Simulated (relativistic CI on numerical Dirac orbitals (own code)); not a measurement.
How the errors of a small relativistic CI change along the 48-electron sequence

Levels calculated with a relativistic CI code on KLI orbitals, against measured ones, in five cumulative steps: (1) Dirac-Coulomb, each configuration alone; (2) with Breit and QED terms; (3) with configuration mixing; (4) with scaled Slater integrals; (5) with a P86 correlation estimate. Each ion has its own short list of configurations; levels above 2,000 cm⁻¹ that pair in every step are counted, and ions without enough such levels are left out. The scale is 0.85 up to charge 4 and 0.9 beyond; P86 is a density functional added for each configuration.

Median relative error (%):

| Ion | Ground | Levels | (1) | (2) | (3) | (4) | (5) |
| --- | --- | --- | --- | --- | --- | --- | --- |
| Cd I | 5s2 | 10 | 21.8 | 22.0 | 14.6 | 16.5 | 9.4 |
| In II | 5s2 | 16 | 12.3 | 12.5 | 7.0 | 8.3 | 4.7 |
| Sn III | 5s2 | 32 | 7.7 | 7.8 | 4.6 | 5.4 | 2.7 |
| Sb IV | 5s2 | 20 | 5.8 | 5.9 | 3.3 | 3.9 | 1.9 |
| Te V | 5s2 | 9 | 5.1 | 5.3 | 2.6 | 3.1 | 1.8 |
| I VI | 5s2 | 32 | 4.0 | 4.1 | 1.9 | 2.2 | 1.2 |
| Xe VII | 5s2 | 43 | 3.0 | 3.1 | 1.6 | 1.6 | 0.9 |
| Cs VIII | 5s2 | 42 | 2.4 | 2.7 | 0.8 | 1.1 | 0.9 |

Mean absolute error (cm⁻¹):

```csv
Ion,(1),(2),(3),(4),(5)
Cd I,10838,10937,6828,7913,4761
In II,11305,11472,6379,7489,4501
Sn III,12454,12667,7294,8491,4027
Sb IV,11415,11671,6613,7554,3638
Te V,10090,10318,5159,5604,3273
I VI,12452,12942,5680,6696,3724
Xe VII,11085,11622,5966,6441,4181
Cs VIII,9818,10637,3708,4342,3382
```

In step (3), fully ab initio, the relative error is 14.6 % for Cd I and 0.8 % for Cs VIII, while the absolute error goes from 6828 to 3708 cm⁻¹. Level energies grow with the charge (linearly within a shell, quadratically where n changes), mostly faster than the correlation that the model misses, so the relative error falls. The sets of levels differ from ion to ion, which blurs the trend. Mixing (step 3) lowers the mean absolute error for 8 of the 8 ions and scaling (step 4) for 0. The P86 step changes the mean absolute error by a factor of 0.6 for the first ion and 0.8 for the last.

Sources of the measured levels: Cd I, NIST Handbook of Basic Atomic Spectroscopic Data (Sansonetti and Martin, J. Phys. Chem. Ref. Data 34, 1559 (2005)); In II, NIST Handbook of Basic Atomic Spectroscopic Data (Sansonetti and Martin, J. Phys. Chem. Ref. Data 34, 1559 (2005)); Sn III, Moore, Atomic Energy Levels, vol. III, NSRDS-NBS 35 (1971 reprint of NBS Circular 467, 1958); Sb IV, Moore, Atomic Energy Levels, vol. III, NSRDS-NBS 35 (1971 reprint of NBS Circular 467, 1958); Te V, Moore, Atomic Energy Levels, vol. III, NSRDS-NBS 35 (1971 reprint of NBS Circular 467, 1958); I VI, measured levels as listed in Rauch et al., Astron. Astrophys. 606, A105 (2017); Xe VII, Saloman, J. Phys. Chem. Ref. Data 33, 765 (2004); Cs VIII, Sansonetti, J. Phys. Chem. Ref. Data 38, 761 (2009).
